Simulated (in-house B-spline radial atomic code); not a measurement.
A fraction x of an electron is removed from 4p in Sr V (Sr4+), starting from [Ar] 3d10 4s2 4p4 and keeping the highest spin. All numbers are computed (non-relativistic PBE0, spin-polarised, spherical fractional occupations; point nucleus) with a radial B-spline atomic code at the basis-set limit, not measured.

Caution: exact exchange at fractional occupations of open shells leaves self-interaction of up to several eV.

| x | E(x) - E(0) (eV) | 4p down level (eV) |
| --- | --- | --- |
| 0 | 0.0000 | -62.436 |
| 0.1 | 6.3058 | -63.680 |
| 0.17 | 10.7939 | -64.552 |
| 0.31 | 19.9535 | -66.300 |
| 0.42 | 27.3222 | -67.677 |
| 0.5 | 32.7765 | -68.679 |
| 0.59 | 39.0084 | -69.809 |
| 0.71 | 47.4760 | -71.318 |
| 0.79 | 53.2218 | -72.326 |
| 0.98 | 67.1914 | -74.725 |
| 1 | 68.6884 | - |

The exact functional would give a straight line between the two integer points. Deviations E(x) - E(0) - x[E(1) - E(0)], in eV: -0.563 at x = 0.1, -0.883 at x = 0.17, -1.34 at x = 0.31, -1.527 at x = 0.42, -1.568 at x = 0.5, -1.518 at x = 0.59, -1.293 at x = 0.71, -1.042 at x = 0.79, -0.123 at x = 0.98.

The curve lies below the straight line by up to 1.568 eV (at x = 0.5): convex, the delocalisation error, to which spherically averaged exact exchange adds.

Task: How well does Slater's transition state (minus the level at half occupation) give the ionisation energy?

Result: It gives 68.679 eV against 68.688 eV from the two total energies; NIST lists 70.70 eV, ground level to ground level. The end point has an open shell averaged over its orbitals, so its exact exchange keeps a self-interaction and this is no true integer point.
